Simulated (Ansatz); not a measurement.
Reaction (redistribution): `CO[SiH](F)[SiH3]` + `S[Si]Cl` → `CO[SiH]([SiH3])S` + `F[Si]Cl`

Computed with Ansatz on PBE0-D4/def2-TZVP structures; ΔE is electronic, products minus reactants. CCSD(T)/CBS adds triple-zeta CCSD(T) − MP2 to the extrapolated MP2 energy (def2 sets, frozen cores). This one scheme is used for every species. DFT in def2-TZVPP. B3LYP here is the variant with VWN-RPA as its local correlation; programs differ in this. HSE06 is defined as in plane-wave codes. Each species was taken in one conformer, which may not be the lowest.

```
             level  ΔE (kcal/mol)  difference from CCSD(T)/CBS
         revPBE-D4            1.7                         -0.3
            B97M-V            1.9                         -0.1
          B3LYP-D4            1.9                         -0.1
        r2SCANh-D4            2.6                          0.6
          HSE06-D4            2.0                          0.0
           LC-ωPBE            1.1                         -0.9
      MP2/def2-SVP            1.1                         -0.9
     CCSD/def2-SVP            1.6                         -0.4
   CCSD/def2-TZVPP            1.9                         -0.1
CCSD(T)/def2-TZVPP            1.8                         -0.2
       CCSD(T)/CBS            2.0                            0
```

Largest T1 diagnostic among the species: 0.014.

In def2-TZVPP, CCSD(T) changes the Hartree–Fock value by −1.7 kcal/mol (the triples alone add −0.1 kcal/mol) and MP2 by −1.8 kcal/mol. Leaving LDA and LC-ωPBE aside and taking each functional with its dispersion term where it has one, the values, not all of them listed here, spread over 1.8 kcal/mol, from ωB97M-V to r2SCAN-D4. The D4 term adds −0.9 kcal/mol with B3LYP and −0.6 kcal/mol with PBE0; it sums over pairs of atoms, weighted by their polarisabilities, and B3LYP, whose exchange is more repulsive, gets the larger term.
